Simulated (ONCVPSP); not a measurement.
How hard is this gold ONCV potential?

gold, optimised norm-conserving Vanderbilt (ONCV), made with ONCVPSP 4.0.1 (PW91, fully relativistic). Core [Kr] 4d10 4f14, reference 5s2 5p6 5d8 (charge +3). Waves: 5s: rc 1.55 bohr, ncon 4, nbas 8, qcut 8.4 1/bohr, 2 projectors, debl 0.9 Ha; 5p: rc 1.15 bohr, ncon 4, nbas 7, qcut 7.6 1/bohr, 1 projector; 5d: rc 2.10 bohr, ncon 3, nbas 8, qcut 8.7 1/bohr, 2 projectors, debl 2.2 Ha. Local part: polynomial inside 0.70 bohr (lpopt 4, dvloc0 3 Ha). Core correction: Teter function fitted to the true core (icmod 2), fcfact 0.35.

Open shells are filled in proportion to 2j + 1.

In the s channel the program set the typed energies aside and used -5.309, 0.050 Ha.

Question: For each optimised wave give the share of its norm inside rc, the residual kinetic energy above qcut (Ha) and the cutoffs (Ha) for errors of 10, 1, 0.1 and 0.01 mHa per electron.

Answer:

| wave | norm inside rc | residual KE | 10 mHa | 1 mHa | 0.1 mHa | 0.01 mHa |
| --- | --- | --- | --- | --- | --- | --- |
| 5s | 0.968 | 1.9e-06 | 19.8 | 25.3 | 29.3 | 33.0 |
| s projector 2 | 0.030 | 2.5e-06 | 13.7 | 22.4 | 28.2 | 32.9 |
| 5p j=3/2 | 0.606 | 7.6e-03 | 27.4 | 89.1 | 111.4 | 149.9 |
| 5p j=1/2 | 0.712 | 8.8e-03 | 27.9 | 94.8 | 115.3 | 159.8 |
| 5d j=5/2 | 0.879 | 5.6e-10 | 15.9 | 20.5 | 24.5 | 27.8 |
| d projector 2 j=5/2 | 0.095 | 1.9e-09 | 14.2 | 19.4 | 24.0 | 28.2 |
| 5d j=3/2 | 0.896 | 7.3e-10 | 16.6 | 21.2 | 25.1 | 28.5 |
| d projector 2 j=3/2 | 0.101 | 2.2e-09 | 14.9 | 20.1 | 24.8 | 28.9 |

The occupied waves need 95 Ha and 115 Ha for 1 and 0.1 mHa. Note: ghosts flagged at negative energy: s at -91.2 eV, p3/2 at -24.4 eV; GHOST(+) flagged for p1/2 at 16.8 eV. A true bound ghost makes a file unfit for plane-wave use.
